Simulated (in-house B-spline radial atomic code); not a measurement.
A calculation on Sm³⁺: its settings, and results tabulated from the run. Level of theory: scalar-relativistic (X2C) BHandHLYP, spin-polarised, spherical fractional occupations, exact exchange averaged over the configuration, Fermi nucleus of rms radius 5.0819 fm; calculated with an all-electron radial atomic-structure program (B-spline basis).

Command:
```bash
python run_scf.py task.json out
```
Settings (nuclear radius in fm, mass in u):
```
Z                62
configuration    [Xe] 4f5
hamiltonian      x2c
method           bhandhlyp
spin_polarised   True
nucleus          fermi
rms_radius       5.0819
atomic_mass      151.91974
speed_of_light   137.035999084
exact_exchange   averaged over the configuration
```

Output (hartree, bohr):
```
 radial grid: 73 intervals, B-splines of order 8, outer radius 39.1892 bohr

 iter        energy (Eh)    residual
    1      -10399.522887    6.31e-01
    2      -10410.311050    7.74e-01
    3      -10424.362808    1.93e-01
    4      -10425.048890    5.76e-02
    5      -10425.105114    1.32e-02
    6      -10425.109066    6.43e-03
    7      -10425.109969    3.99e-04
    8      -10425.109974    2.95e-04
    9      -10425.109976    1.61e-05
   10      -10425.109976    1.95e-06
   11      -10425.109976    2.01e-07

 total energy                    -10425.10998
 kinetic                           11307.7380
 electron-nucleus                 -25487.6356
 Hartree                            3992.1937
 exact exchange                     -116.6410
 exchange-correlation               -120.7651

 orbital      occ     eigenvalue          <r>       <r^2>       <1/r>       r_max
 1s up      1.000     -1721.5419    0.0220422 0.000671233     73.5212     0.01366
 1s down    1.000     -1721.5419    0.0220422 0.000671233     73.5212     0.01366
 2s up      1.000      -284.4370    0.0963102   0.0110139     16.9374     0.08198
 2s down    1.000      -284.4356    0.0963082   0.0110133     16.9377     0.08198
 2p up      3.000      -254.1230     0.085079  0.00885298     15.0722     0.06593
 2p down    3.000      -254.1222     0.085077  0.00885242     15.0724     0.06593
 3s up      1.000       -64.1978     0.254227   0.0739939     6.07385      0.2336
 3s down    1.000       -64.1142     0.254009   0.0738588     6.07985      0.2335
 3p up      3.000       -54.5842     0.252592   0.0740596     5.55058      0.2288
 3p down    3.000       -54.4940     0.252298   0.0738748       5.557      0.2287
 3d up      5.000       -41.3636     0.230983   0.0627692     5.21573      0.1877
 3d down    5.000       -41.2753     0.230523   0.0624817      5.2235      0.1876
 4s up      1.000       -14.1977     0.578752    0.377952     2.49999      0.5397
 4s down    1.000       -13.9751     0.578432    0.377502     2.50027      0.5392
 4p up      3.000       -10.9807     0.611716    0.425451     2.26541      0.5626
 4p down    3.000       -10.7423     0.611523    0.425147     2.26462      0.5621
 4d up      5.000        -6.3763     0.668746    0.518433     1.97918      0.5878
 4d down    5.000        -6.0893     0.669473    0.519637     1.97506      0.5872
 5s up      1.000        -2.8612      1.38068     2.13771     0.96629       1.248
 5s down    1.000        -2.7718       1.3989     2.19482    0.949592       1.259
 5p up      3.000        -1.9949      1.57803     2.80846    0.827509       1.397
 5p down    3.000        -1.9260       1.6062     2.90985    0.808992       1.415
 4f up      5.000        -1.4555     0.879569    0.981329     1.46079      0.6066
```

Cost of the run: 0.44 s on 1 thread of Intel(R) Xeon(R) 6975P-C (shared host).

One-electron X2C: radii and densities carry no picture-change correction, so inner-shell <1/r> comes out high (for 1s by about 2 % at Z = 33, 5 % at 54, 10 % at 75, 30 % at 118) and <r> low.
